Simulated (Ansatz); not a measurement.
A structure relaxed at PBE0-D4/def2-TZVP, charge 0, multiplicity 1:

```
atom   x (Å)   y (Å)   z (Å)
  N1  -0.853  -0.824   0.807
 Si2   0.009   0.155  -0.261
  O3   0.287  -0.551  -1.707
  S4   1.912   0.633   0.546
 Cl5  -1.135   1.837  -0.572
  H6  -0.399  -1.586   1.282
  H7  -1.847  -0.954   0.717
  H8   0.624   0.001  -2.415
  H9   1.403   1.289   1.602
```

(1) Give its formula and SMILES.

(2) Summarise the bond lengths by kind.

## Answers

(1) ClH4NOSSi, `N[Si](O)(S)Cl`.

(2) 1 × N–Si 1.686 Å; 2 × H–N 1.006 to 1.007 Å; 1 × O–Si 1.633 Å; 1 × S–Si 2.121 Å; 1 × Cl–Si 2.058 Å; 1 × H–O 0.959 Å; 1 × H–S 1.344 Å.

All numbers were calculated with Ansatz.
